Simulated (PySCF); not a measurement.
Si(F)(Me), CH₃FSi, SMILES C[Si]F, singlet (PBE0/def2-SVP optimised geometry):

```
6

Si    -1.051    -0.308     0.000
F     -1.275     1.321     0.000
C      0.844    -0.308     0.000
H      1.275    -1.321     0.030
H      1.223     0.270     0.863
H      1.212     0.206    -0.907
```

Calculation: PBE0/def2-TZVP (PySCF).

### Question
What are the frontier orbital energies and the dipole moment?

### Answer
HOMO-2 -11.38 eV, HOMO-1 -10.68 eV, HOMO -6.67 eV, LUMO -2.18 eV, LUMO+1 0.46 eV; dipole moment 1.65 D.

On the same geometry PySCF with PBE/def2-TZVP gives HOMO-2 -9.77 eV, HOMO-1 -9.08 eV, HOMO -5.55 eV, LUMO -3.02 eV, LUMO+1 -0.37 eV; dipole moment 1.56 D.

Meta-Löwdin charges at PBE0/def2-TZVP: Si1 0.71, F2 -0.49, C3 -0.63, H4 0.13, H5 0.14, H6 0.14.
